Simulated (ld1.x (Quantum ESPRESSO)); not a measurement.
**Logarithmic derivatives: oxygen, RRKJ**

| Item | Value |
| --- | --- |
| Element | O |
| Generator | ld1.x (Quantum ESPRESSO) 7.5 |
| Type | norm-conserving RRKJ (Kleinman–Bylander form) |
| Functional | PBE |
| Relativity | non-relativistic |
| Frozen core | [He] |
| Valence charge | 6 |
| Reference configuration | 2s2 2p4 |
| Partial waves | 2s (bound): rc 0.90 bohr; 2p (bound): rc 1.05 bohr |
| Local potential | the p channel |
| Core correction | Bessel-smoothed model core inside 0.90 bohr |

The phase is arctan(r·u′/u) with u = r·R(r), unwrapped; energies in Ry, scanned from -4 to 5 Ry. A pole is an energy at which the radial function vanishes at the test radius. The pseudo phase is shifted by a multiple of π to meet the all-electron one at the reference energy, and phase errors are pseudo minus all-electron; the curves can meet again beyond the range given. Levels narrower than the energy grid can be missing from the lists of poles.

```
channel  radius (bohr)  reference energy (Ry)  poles, all-electron  poles, pseudo  unbroken range about the reference energy with phases within 0.05 rad  phase error 1 Ry above the reference energy (rad)
      s           1.15                  -1.76                 3.76           3.77                                                        the whole range                                             +0.000
      p           1.15                  -0.66                 3.38           3.49                                                        the whole range                                             +0.002
```

Phases in the p channel:

```tsv
E (Ry)	all-electron	pseudo
-4.00	0.998	1.001
-3.52	0.933	0.935
-3.04	0.845	0.848
-2.56	0.721	0.724
-2.08	0.543	0.545
-1.60	0.280	0.282
-1.12	-0.078	-0.078
-0.64	-0.474	-0.474
-0.16	-0.807	-0.806
0.32	-1.043	-1.041
0.80	-1.204	-1.201
1.28	-1.317	-1.313
1.76	-1.400	-1.395
2.24	-1.464	-1.458
2.72	-1.514	-1.508
3.20	-1.556	-1.549
3.68	-1.593	-1.584
4.16	-1.624	-1.614
4.64	-1.653	-1.642
```
